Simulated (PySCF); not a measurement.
C4H4ClF, SMILES C=C=C(F)CCl.

Geometry optimised at B3LYP-D3(BJ)/def2-SVP. This is a generated structure with no PubChem entry under its InChIKey; it may be hypothetical. The values are those of a single conformer.

Two levels are set side by side: PBE/def2-TZVP (PySCF) and CAM-B3LYP/def2-TZVP (PySCF). Same geometry, gas phase. Differences are taken from unrounded values.

| quantity | PBE |
|---|---|
| orbital gap (eV) | 4.46 |
| highest occupied level (eV) | -6.37 |
| lowest empty level (eV) | -1.91 |
| dipole moment (D) | 2.72 |
| mean polarisability (bohr³) | 66.5 |

Task: These are the PBE values. What does CAM-B3LYP give? (An estimate is asked for; the answer gives what the named calculation found.)

Result: 
```
quantity                     CAM-B3LYP  PBE minus CAM-B3LYP
---------------------------  ---------  -------------------
orbital gap (eV)                  9.21                -4.75
highest occupied level (eV)      -8.93                 2.56
lowest empty level (eV)           0.28                -2.19
dipole moment (D)                 2.95                -0.23
mean polarisability (bohr³)       64.0                  2.4
```

PBE's occupied levels lie high since its potential decays too fast outside the molecule; exact exchange lowers them and widens the gap. Loosely held outer electrons make PBE densities more polarisable. Differences between two approximate levels are no errors against the true value.

Rough cost on one machine, each run with all the roots and properties that it gave: CAM-B3LYP against PBE within a factor of 2.
